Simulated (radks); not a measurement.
Initial-state core-level shifts of the vanadium ion V2+ when its valence configuration changes from [Ar] 3d3. Calculated with a radial shooting solver on a logarithmic mesh with Libxc functionals: scalar-relativistic Kohn-Sham, SCAN, spin-polarised, spherical densities, finite nucleus; open shells are filled with parallel spins first; meta-GGA in the generalised Kohn-Sham scheme; Fermi nuclear charge, rms radius 3.6002 fm. Shifts are changes of the shell-averaged eigenvalues in eV (positive: less bound); the change of the density at the nucleus, which sets a Mossbauer isomer shift, is in e/bohr^3, on a base of 9929.

| valence | 1s | 2s | 2p | 3s | density at nucleus |
|---|---|---|---|---|---|
| 3d2 4p1 | -8.329 | -9.308 | -9.241 | -7.920 | +2.1675 |
| 3d2.5 4s0.5 | -3.486 | -3.974 | -3.943 | -3.332 | +4.3853 |
| 3d2.5 4p0.5 | -4.076 | -4.541 | -4.508 | -3.922 | +1.0084 |
| 3d1 4p2 | -17.468 | -19.634 | -19.499 | -16.173 | +4.9891 |
| 3d1 4s1 4p1 | -16.300 | -18.475 | -18.346 | -15.047 | +12.6714 |
| 3d1.5 4s1 4p0.5 | -11.617 | -13.186 | -13.091 | -10.857 | +10.8505 |
